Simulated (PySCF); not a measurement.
Compound: C₅H₁₁B.
Cartesian coordinates in Å at the PBE0-D3(BJ)/def2-SVP level; atoms count from 1:
```
atom  x, y, z in Å
C1     2.364    0.415   -0.425
B2     0.830    0.159   -0.251
C3    -0.297    1.236    0.000
C4    -1.615    0.460   -0.126
C5    -1.285   -0.965    0.335
C6     0.116   -1.249   -0.224
H7     2.625    1.417   -0.796
H8     2.867   -0.349   -1.038
H9     2.807    0.326    0.587
H10   -0.238    2.166   -0.587
H11   -0.139    1.542    1.057
H12   -2.454    0.904    0.434
H13   -1.924    0.436   -1.186
H14   -1.249   -0.992    1.439
H15   -2.048   -1.698    0.029
H16    0.659   -2.079    0.255
H17    0.044   -1.523   -1.299
```

Level: CAM-B3LYP/def2-SVPD in PySCF, non-relativistic, on one gas-phase PBE0-D3(BJ)/def2-SVP geometry that isn't relaxed in the solvent. The solvent is an IEF-PCM continuum (van der Waals radii × 1.2), and excitations are vertical TDDFT with non-equilibrium linear response and a frozen core. Specific hydrogen bonds and non-electrostatic terms are outside this model.

```csv
run,E − E(gas) (kcal/mol),HOMO (eV),HOMO–LUMO gap (eV),dipole (D),lowest singlet (eV),static polarisability (au)
gas,0.00,-9.32,10.21,0.22,6.02,71.5
P,-0.80,-9.19,10.25,0.30,6.04,96.1
Q,-0.31,-9.25,10.22,0.25,6.02,80.0
```

**Question.** The runs were made in acetonitrile and cyclohexane. Which run belongs to which solvent?

**Answer.** P = acetonitrile, Q = cyclohexane. The dielectric constants are 2.017 (cyclohexane), 35.69 (acetonitrile), and the energy falls further as ε rises. The optical constants n² used for the excitations are 2.04, 1.81 in the same order. In this model the ground state sees the solvent through ε alone.

**Question.** How constant is the ratio of the lowering to (ε − 1)/(2ε + 1)?

**Answer.** 
```tsv
solvent	(ε − 1)/(2ε + 1)	E − E(gas) (kcal/mol)	ratio (kcal/mol)	polarisation term (kcal/mol)
cyclohexane	0.202	-0.31	-1.5	-0.32
acetonitrile	0.479	-0.80	-1.7	-0.85
```

The ratio changes by +8.7 % in size from cyclohexane to acetonitrile. The polarisation term is half the interaction of the solute with the induced surface charges.
